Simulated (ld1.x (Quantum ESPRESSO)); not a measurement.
**Before and after: TM potential for technetium**

Tc, norm-conserving Troullier–Martins (Kleinman–Bylander form), made with ld1.x (Quantum ESPRESSO) 7.5 (BP86, scalar-relativistic). Core [Kr], reference 4d5 5s2 5p0. Waves: 5s (bound): rc 2.70 bohr; 5p (bound, empty): rc 2.75 bohr; 4f channel at 0.05 Ry: rc 2.70 bohr; 4d (bound): rc 2.20 bohr. Local part: the d channel. Core correction: a·sin(br)/r model core inside 2.25 bohr.

Change: functional PBE.

Cutoffs: the cutoffs (Ry, on a coarse ladder) from which the occupation-weighted sum of valence levels, in a spherical-Bessel basis at the reference potential, stays within 10 and 1 mRy of its value at 400 Ry; they do not see the model core or the augmentation charge, which bear on the density cutoff. Errors are all-electron minus pseudo energies relative to the spin-unpolarised reference configuration.

Problem. Predict the effect on cutoff, ghosts and configuration errors.

Solution. The potential gets neither clearly harder nor softer (40 Ry and 45 Ry → 40 Ry and 45 Ry); both files keep a bound ghost (p, s); of the 6 tests that both files solve, the error grows in 0 and shrinks in 4 by more than 15 % and 0.3 meV (median size 25.9 → 17.8 meV).

```tsv
quantity	base	changed
cutoff, loose	40 Ry	40 Ry
cutoff, tight	45 Ry	45 Ry
bound ghosts	s, p	s, p
tests counted (converged, no solver errors)	6 of 7	6 of 7
error for 4d5 5s1 5p0, meV [ΔE 8.35 → 8.15 eV]	-5.6	-4.3
error for 4d5 5s0 5p0, meV [ΔE 23.36 → 23.00 eV]	-35	-18
error for 4d4 5s0 5p0, meV [ΔE 52.15 → 51.71 eV]	-97	-65
error for 4d4 5s2 5p0, meV [ΔE 11.76 → 11.64 eV]	-55	-59
error for 4d5.5 5s1.5 5p0, meV [ΔE -0.61 → -0.63 eV]	-17	-17
error for 4d5 5s1 5p1, meV [ΔE 3.80 → 3.75 eV]	-2.2	-1.6
s: phases at 2.99 bohr within 0.05 rad from the reference energy up to (Ry; the scan ends near 5)	2.0	2.0
p: phases at 2.99 bohr within 0.05 rad from the reference energy up to (Ry; the scan ends near 5)	3.5	3.5
d: phases at 2.99 bohr within 0.05 rad from the reference energy up to (Ry; the scan ends near 5)	1.3	1.3
f: phases at 2.99 bohr within 0.05 rad from the reference energy up to (Ry; the scan ends near 5)	3.0	3.0
```

Base: Tests not counted: 4d5 5s0 5p1 (solver errors, printed error -2.7 eV). These tests converged, but a pseudo level misses the all-electron one widely, so the file describes the atom poorly there or has found another state: 4d4 5s2 5p0: empty 5p by 2.0 eV. Changed file: Tests not counted: 4d5 5s0 5p1 (solver errors, printed error -2.6 eV). A true bound ghost makes a file unfit for plane-wave use even where its test errors are small: the radial tests pick states by their node count and pass the ghost by. Where a test does run into it, the solver fails or the error is huge.
